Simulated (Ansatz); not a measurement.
Ansatz (an electronic-structure program) input (PBE/6-31G* with LANL2DZ past Ar): The .json file joins the Basis Set Exchange's 6-31G* for atoms up to Ar and LANL2DZ past it.

Ansatz 0.2 input:
```yaml
crystal:
  periodic: [false, false, false]
  atoms:
    - {symbol: Ge, position_ang: [1.74966300, -0.28438600, 0.18110800]}
    - {symbol: C, position_ang: [-0.15039600, -0.13306000, -0.12047900]}
    - {symbol: C, position_ang: [-0.99637200, -1.10087600, -0.62383400]}
    - {symbol: C, position_ang: [-2.35844300, -0.71667900, -0.63021800]}
    - {symbol: C, position_ang: [-2.55195100, 0.53740100, -0.11666100]}
    - {symbol: S, position_ang: [-1.06966000, 1.24998700, 0.36889400]}
    - {symbol: H, position_ang: [2.34713000, -1.21665100, -0.89879100]}
    - {symbol: H, position_ang: [2.40535500, 1.11525700, 0.14781300]}
    - {symbol: H, position_ang: [-0.64357500, -2.05754000, -0.98354700]}
    - {symbol: H, position_ang: [-3.16079300, -1.33742700, -1.00231700]}
    - {symbol: H, position_ang: [-3.47981400, 1.07620200, -0.01377800]}
basis:
  gaussian:
    orbitals: 6-31Gs+LANL2DZ.json
hamiltonian:
  xc: {name: PBE}
magnetization: {spin_polarized: true, initial_magnetization: 1}
relax: {f_tol: 0.003, max_steps: 120}
```

From the output:

```
1216 factors; their error is unknown
mean field: 0.37 GiB planned
mean field -15155.13582675 eV, -556.9409691130 hartree, gradient 1.9e-5 eV, S^2 0.752942; 0 other end points of the search recorded, 0 dependent functions left out
the calculation of the forces begins
reference -15155.13586186 eV, -556.9409704035 hartree; 25, 24 occupied and 72, 73 virtual orbitals, 1216 factors
relax step   4: F+E_penalty+E_count = -15155.13582675 eV  Δ(F+E_penalty+E_count) = -2.414e-5 eV  max|allowed force component| = 4.128e-2 eV/Å  Δτ_max = 0.0125 Å  (36 SCF iters, accepted)
these checks for a lower state are left out or cut short: starts, cluster_reference, orbital_swaps, neighbouring_geometries, increment
integrals: 0.05 GiB planned
1216 factors; their error is unknown
mean field: 0.37 GiB planned
mean field -15155.13614743 eV, -556.9409808978 hartree, gradient 1.3e-5 eV, S^2 0.752935; 0 other end points of the search recorded, 0 dependent functions left out
the calculation of the forces begins
reference -15155.13618254 eV, -556.9409821882 hartree; 25, 24 occupied and 72, 73 virtual orbitals, 1216 factors
relax step   5: F+E_penalty+E_count = -15155.13614743 eV  Δ(F+E_penalty+E_count) = -3.207e-4 eV  max|allowed force component| = 1.072e-2 eV/Å  Δτ_max = 0.0159 Å  (37 SCF iters, accepted)
these checks for a lower state are left out or cut short: starts, cluster_reference, orbital_swaps, neighbouring_geometries, increment
integrals: 0.05 GiB planned
1216 factors; their error is unknown
mean field: 0.37 GiB planned
mean field -15155.13615629 eV, -556.9409812235 hartree, gradient 1.8e-5 eV, S^2 0.752930; 0 other end points of the search recorded, 0 dependent functions left out
the calculation of the forces begins
reference -15155.13619140 eV, -556.9409825137 hartree; 25, 24 occupied and 72, 73 virtual orbitals, 1216 factors
relax step   6: F+E_penalty+E_count = -15155.13615629 eV  Δ(F+E_penalty+E_count) = -8.861e-6 eV  max|allowed force component| = 5.854e-3 eV/Å  Δτ_max = 0.0073 Å  (29 SCF iters, accepted)
these checks for a lower state are left out or cut short: starts, cluster_reference, orbital_swaps, neighbouring_geometries, increment
integrals: 0.05 GiB planned
1216 factors; their error is unknown
mean field: 0.37 GiB planned
mean field -15155.13617935 eV, -556.9409820709 hartree, gradient 2.4e-5 eV, S^2 0.752926; 0 other end points of the search recorded, 0 dependent functions left out
the calculation of the forces begins
reference -15155.13621446 eV, -556.9409833611 hartree; 25, 24 occupied and 72, 73 virtual orbitals, 1216 factors
relax step   7: F+E_penalty+E_count = -15155.13617935 eV  Δ(F+E_penalty+E_count) = -2.306e-5 eV  max|allowed force component| = 1.858e-3 eV/Å  Δτ_max = 0.0031 Å  (28 SCF iters, accepted)
integrals: 0.05 GiB planned
1216 factors; their error is unknown
mean field: 0.37 GiB planned
mean field evaluation 64: about -15142.9331 eV, gradient 4.8e1 eV
mean field -15155.13617935 eV, -556.9409820709 hartree, gradient 2.5e-5 eV, S^2 0.752926; 1 other end points of the search recorded, 0 dependent functions left out
the calculation of the forces begins
reference -15155.13621446 eV, -556.9409833611 hartree; 25, 24 occupied and 72, 73 virtual orbitals, 1216 factors
Total energy: -15155.13621446 eV, -556.9409833611 hartree
Atom 0 at     1.770426    -0.280206     0.202232 Å, force    -0.001086    -0.000362     0.000059 eV/Å
Atom 1 at    -0.145189    -0.128788    -0.114273 Å, force     0.001858     0.000336     0.000439 eV/Å
Atom 2 at    -0.999730    -1.103714    -0.628501 Å, force     0.000379    -0.000567     0.000632 eV/Å
Atom 3 at    -2.369779    -0.721559    -0.636553 Å, force    -0.000415     0.000224    -0.000061 eV/Å
Atom 4 at    -2.572815     0.539910    -0.109834 Å, force    -0.000075     0.000148    -0.000236 eV/Å
Atom 5 at    -1.080571     1.263270     0.391551 Å, force     0.000130    -0.001242    -0.000238 eV/Å
Atom 6 at     2.367901    -1.242871    -0.886444 Å, force    -0.000282     0.000516     0.000067 eV/Å
Atom 7 at     2.448552     1.133685     0.117315 Å, force     0.000617    -0.000257    -0.000553 eV/Å
Atom 8 at    -0.638548    -2.066784    -1.000188 Å, force     0.000519     0.000677     0.000027 eV/Å
Atom 9 at    -3.178749    -1.347275    -1.021856 Å, force    -0.000140    -0.000038    -0.000222 eV/Å
Atom 10 at    -3.510354     1.086562    -0.005259 Å, force    -0.001507     0.000568     0.000086 eV/Å
Dipole moment:    -0.261330    -0.111787    -0.039772 e Å
```

The geometry given is a B3LYP-D3(BJ)/def2-TZVP minimum.
